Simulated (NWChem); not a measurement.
**Lowest excitation of CuF**

```xyz
2

Cu     0.0000     0.0000    -0.4146
F      0.0000     0.0000     1.3359
```
Charge 0, spin multiplicity 1.

All runs are NWChem calculations. Structure: optimised with B3LYP/def2-SVP, a minimum by its harmonic frequencies.

Basis set: def2-SVPD.

```tsv
method	lowest vertical singlet excitation energy (eV)	relative cost	difference from EOM-CCSD
CIS	3.64	under 3	+1.57
EOM-CCSD	2.07	under 3	0.00
TD-CAM-B3LYP	2.26	under 3	+0.19
TD-PBE	1.91	1	-0.16
```

The values span 1.73 eV, from TD-PBE (lowest) to CIS (highest). Relative cost: rough, from shared machines, SCF included, TD-PBE = 1.

The correlated methods keep 10 core orbitals frozen. GW and range-separated runs recompute their integrals, the others keep them in memory, which bears on the times. The structure started from a generated list of species. Differences from the coupled-cluster row are differences between methods, not errors against experiment.
